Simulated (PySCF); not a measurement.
Al₂H₃N₂, FH₄Si₂, AlBHO₂, H₃NOSi₂ and others (calculated)

Calculation on a computer-drawn molecule: the log of a Hartree-Fock and frozen-core CCSD(T) single point meant for a local Hartree-Fock minimum, with one planted fault or none, to be diagnosed. Offsets are logged minus clean, where the clean run is the same molecule without the fault. The reference is restricted for singlets and unrestricted otherwise, and also for a bond in bohr or an excited solution. Adding or removing an electron swaps singlet and doublet. The excited solution moves the top pair (singlet) or top alpha electron (doublet) to the lowest empty orbital. Highest occupied and lowest empty are orbital energies over both spins, largest force is the largest gradient component, triples share is (T) over the correlation energy, the T1 limit is 0.02 restricted and 0.045 unrestricted, electrons count all cores, a negative frequency is imaginary (commonest isotopes), and the dipole is about the centre of nuclear charge. Program: PySCF 2.14.0.

Common to all runs: logged SCF converged yes; logged CC converged yes; logged SCF stable within its kind yes; possible faults no fault, one electron removed, one electron added, multiplicity raised by two, geometry at a saddle point, SCF held on an excited solution, minimal basis STO-3G, one bond length entered in bohr, all coordinates scaled.

(1) 
```xyz
7
formula=Al2H3N2 meant_charge=1 meant_multiplicity=1 meant_basis=cc-pV(D+d)Z logged_electrons=42 logged_basis_functions=89 logged_spin_squared=0 logged_highest_occupied=-14.974 logged_lowest_empty=-2.9941 logged_largest_force=3.121e-05 logged_lowest_frequency=81.618 logged_T1_diagnostic=0.017733 logged_D1_diagnostic=0.039251 logged_triples_share=0.030859 logged_dipole_magnitude=1.4217 logged_energy_HF=-594.30939 logged_energy_CCSD(T)=-594.7794 planted_fault=no_fault HF_energy_offset_from_clean_run=0 CCSD(T)_energy_offset_from_clean_run=0
N     -0.3120    -0.8146     1.7215
Al     1.1046     0.0720     1.3105
N      2.4755     0.9293     0.9120
Al     3.8389     1.7827     0.5147
H     -0.4501    -1.7956     1.5511
H     -1.1262    -0.4303     2.1684
H      5.1072     2.5776     0.1452
```

Units: logged_highest_occupied, logged_lowest_empty in eV; logged_largest_force in hartree/bohr; logged_lowest_frequency in cm⁻¹; logged_dipole_magnitude in debye; logged_energy_HF, logged_energy_CCSD(T) in hartree; HF_energy_offset_from_clean_run, CCSD(T)_energy_offset_from_clean_run in kcal/mol.

Drawn bonds:
```csv
atom,other atom,order
1,2,1
2,3,1
3,4,2
1,5,1
1,6,1
4,7,1
```

(2) 
```xyz
7
formula=FH4Si2 meant_charge=-1 meant_multiplicity=1 meant_basis=aug-cc-pV(D+d)Z logged_electrons=42 logged_basis_functions=123 logged_spin_squared=0 logged_highest_occupied=-3.9516 logged_lowest_empty=3.3959 logged_largest_force=0.022684 logged_T1_diagnostic=0.032656 logged_D1_diagnostic=0.12728 logged_triples_share=0.034237 logged_dipole_magnitude=7.8037 logged_energy_HF=-679.55134 logged_energy_CCSD(T)=-680.05758 planted_fault=one_bond_length_entered_in_bohr,row_1_of_the_drawn_bonds HF_energy_offset_from_clean_run=94.43 CCSD(T)_energy_offset_from_clean_run=85.15
F     -1.1745     2.3650     0.0517
Si    -0.2248     0.4158    -2.1959
Si     1.9071    -0.5447    -1.7991
H     -1.4399    -0.4541    -2.3573
H     -0.2558     1.2832    -3.4226
H      1.4044    -1.7373    -0.9798
H      1.8964    -1.2398    -3.1689
```

Units: logged_highest_occupied, logged_lowest_empty in eV; logged_largest_force in hartree/bohr; logged_dipole_magnitude in debye; logged_energy_HF, logged_energy_CCSD(T) in hartree; HF_energy_offset_from_clean_run, CCSD(T)_energy_offset_from_clean_run in kcal/mol.

Drawn bonds:
```csv
atom,other atom,order
1,2,1
2,3,1
2,4,1
2,5,1
3,6,1
3,7,1
```

(3) 
```xyz
5
formula=AlBHO2 meant_charge=-1 meant_multiplicity=1 meant_basis=aug-cc-pV(D+d)Z logged_electrons=36 logged_basis_functions=110 logged_spin_squared=2.0169 logged_highest_occupied=-0.39941 logged_lowest_empty=3.2136 logged_largest_force=0.087562 logged_T1_diagnostic=0.027714 logged_D1_diagnostic=0.12194 logged_triples_share=0.034383 logged_dipole_magnitude=2.6156 logged_energy_HF=-416.97182 logged_energy_CCSD(T)=-417.50835 planted_fault=multiplicity_raised_by_two HF_energy_offset_from_clean_run=40.01 CCSD(T)_energy_offset_from_clean_run=75.01
O     -1.0106     1.5455     1.9278
B     -0.5419     2.6111     1.6217
Al     0.3005     4.5537     1.0183
O      1.0656     5.5154     2.0612
H     -0.0058     4.7512    -0.5536
```

Units: logged_highest_occupied, logged_lowest_empty in eV; logged_largest_force in hartree/bohr; logged_dipole_magnitude in debye; logged_energy_HF, logged_energy_CCSD(T) in hartree; HF_energy_offset_from_clean_run, CCSD(T)_energy_offset_from_clean_run in kcal/mol.

Drawn bonds:
```csv
atom,other atom,order
1,2,2
2,3,1
3,4,1
3,5,1
```

(4) 
```xyz
7
formula=H3NOSi2 meant_charge=0 meant_multiplicity=1 meant_basis=cc-pV(D+d)Z logged_electrons=47 logged_basis_functions=89 logged_spin_squared=0.8061 logged_highest_occupied=0.38132 logged_lowest_empty=7.1151 logged_largest_force=0.058117 logged_T1_diagnostic=0.026436 logged_D1_diagnostic=0.11594 logged_triples_share=0.032491 logged_dipole_magnitude=12.275 logged_energy_HF=-708.88895 logged_energy_CCSD(T)=-709.4762 planted_fault=one_electron_added HF_energy_offset_from_clean_run=29.85 CCSD(T)_energy_offset_from_clean_run=21
O     -0.7751    -0.7391    -1.3540
Si    -0.5165     0.7869    -0.8861
N      0.3320     1.2177     0.3389
Si     1.4399     1.5819     1.5560
H     -1.3104    -0.9204    -2.1129
H     -1.2086     1.7043    -1.7938
H      0.4799     1.6379     2.7493
```

Units: logged_highest_occupied, logged_lowest_empty in eV; logged_largest_force in hartree/bohr; logged_dipole_magnitude in debye; logged_energy_HF, logged_energy_CCSD(T) in hartree; HF_energy_offset_from_clean_run, CCSD(T)_energy_offset_from_clean_run in kcal/mol.

Drawn bonds:
```csv
atom,other atom,order
1,2,1
2,3,2
3,4,1
1,5,1
2,6,1
4,7,1
```

Notes: highest electron not bound in this basis.

(5) 
```xyz
6
formula=AlB2H2O meant_charge=1 meant_multiplicity=1 meant_basis=cc-pV(D+d)Z logged_electrons=32 logged_basis_functions=75 logged_spin_squared=0 logged_highest_occupied=-17.11 logged_lowest_empty=-6.209 logged_largest_force=0.024865 logged_T1_diagnostic=0.022997 logged_D1_diagnostic=0.067812 logged_triples_share=0.034097 logged_dipole_magnitude=9.8342 logged_energy_HF=-367.05334 logged_energy_CCSD(T)=-367.47125 planted_fault=all_coordinates_scaled,by_+1.1_% HF_energy_offset_from_clean_run=0.4548 CCSD(T)_energy_offset_from_clean_run=-0.7172
O     -0.8708    -3.3058    -0.2646
B     -0.5136    -2.1751    -0.3937
B     -0.1153    -0.5177    -0.4699
Al    -1.2140     0.9184     0.7693
H      0.7480    -0.0648    -1.1730
H     -1.9823     1.9664     1.6424
```

Units: logged_highest_occupied, logged_lowest_empty in eV; logged_largest_force in hartree/bohr; logged_dipole_magnitude in debye; logged_energy_HF, logged_energy_CCSD(T) in hartree; HF_energy_offset_from_clean_run, CCSD(T)_energy_offset_from_clean_run in kcal/mol.

Drawn bonds:
```csv
atom,other atom,order
1,2,2
2,3,1
3,4,1
3,5,1
4,6,1
```

Notes: T1 above single-reference limit.

(6) 
```xyz
8
formula=BClH4NSi meant_charge=0 meant_multiplicity=2 meant_basis=cc-pV(D+d)Z logged_electrons=47 logged_basis_functions=94 logged_spin_squared=0.7532 logged_highest_occupied=-8.9496 logged_lowest_empty=1.4577 logged_largest_force=1.79e-05 logged_lowest_frequency=127.96 logged_T1_diagnostic=0.014409 logged_D1_diagnostic=0.055457 logged_triples_share=0.027514 logged_dipole_magnitude=2.4611 logged_energy_HF=-829.97861 logged_energy_CCSD(T)=-830.5116 planted_fault=no_fault HF_energy_offset_from_clean_run=0 CCSD(T)_energy_offset_from_clean_run=0
Si    -0.4324     1.1968    -1.0431
N      1.2677     0.8006    -0.8126
B      1.8869    -0.4431    -0.6704
Cl     0.9125    -1.9414    -0.7338
H     -0.4799     2.6672    -1.2252
H     -0.9915     0.5062    -2.2252
H      1.8889     1.5862    -0.7381
H      3.0623    -0.5579    -0.5039
```

Units: logged_highest_occupied, logged_lowest_empty in eV; logged_largest_force in hartree/bohr; logged_lowest_frequency in cm⁻¹; logged_dipole_magnitude in debye; logged_energy_HF, logged_energy_CCSD(T) in hartree; HF_energy_offset_from_clean_run, CCSD(T)_energy_offset_from_clean_run in kcal/mol.

Drawn bonds:
```csv
atom,other atom,order
1,2,1
2,3,1
3,4,1
1,5,1
1,6,1
2,7,1
3,8,1
```

(7) 
```xyz
6
formula=BF2H2Si meant_charge=0 meant_multiplicity=2 meant_basis=cc-pV(D+d)Z logged_electrons=40 logged_basis_functions=75 logged_spin_squared=0 logged_highest_occupied=-0.86636 logged_lowest_empty=9.1237 logged_largest_force=0.068263 logged_T1_diagnostic=0.014871 logged_D1_diagnostic=0.05234 logged_triples_share=0.022056 logged_dipole_magnitude=4.2485 logged_energy_HF=-513.74868 logged_energy_CCSD(T)=-514.35332 planted_fault=one_electron_added HF_energy_offset_from_clean_run=-1.448 CCSD(T)_energy_offset_from_clean_run=-20.25
F     -2.4239    -0.0771     2.7073
B     -1.3131    -0.5954     2.2111
F     -0.3571    -0.8724     3.0818
Si    -1.1278    -1.0351     0.2541
H     -1.9927    -0.2424    -0.6434
H      0.2640    -1.1091    -0.2348
```

Units: logged_highest_occupied, logged_lowest_empty in eV; logged_largest_force in hartree/bohr; logged_dipole_magnitude in debye; logged_energy_HF, logged_energy_CCSD(T) in hartree; HF_energy_offset_from_clean_run, CCSD(T)_energy_offset_from_clean_run in kcal/mol.

Drawn bonds:
```csv
atom,other atom,order
1,2,1
2,3,1
2,4,1
4,5,1
4,6,1
```

(8) 
```xyz
5
formula=CHBFO meant_charge=-1 meant_multiplicity=1 meant_basis=aug-cc-pVDZ logged_electrons=30 logged_basis_functions=101 logged_spin_squared=1.0544 logged_highest_occupied=-2.7649 logged_lowest_empty=4.2882 logged_largest_force=0.054236 logged_T1_diagnostic=0.076127 logged_D1_diagnostic=0.36462 logged_triples_share=0.045662 logged_dipole_magnitude=2.7248 logged_energy_HF=-237.35271 logged_energy_CCSD(T)=-238.01812 planted_fault=one_bond_length_entered_in_bohr,row_4_of_the_drawn_bonds HF_energy_offset_from_clean_run=47.68 CCSD(T)_energy_offset_from_clean_run=43.83
O      1.9753     0.9865    -2.0528
C      2.0169     0.2052    -1.1292
B      1.1950    -1.1667    -0.8869
F      0.1301    -0.8985    -0.0237
H      3.5490     0.5070     0.3234
```

Units: logged_highest_occupied, logged_lowest_empty in eV; logged_largest_force in hartree/bohr; logged_dipole_magnitude in debye; logged_energy_HF, logged_energy_CCSD(T) in hartree; HF_energy_offset_from_clean_run, CCSD(T)_energy_offset_from_clean_run in kcal/mol.

Drawn bonds:
```csv
atom,other atom,order
1,2,1
2,3,2
3,4,1
2,5,1
```

Notes: T1 above single-reference limit.
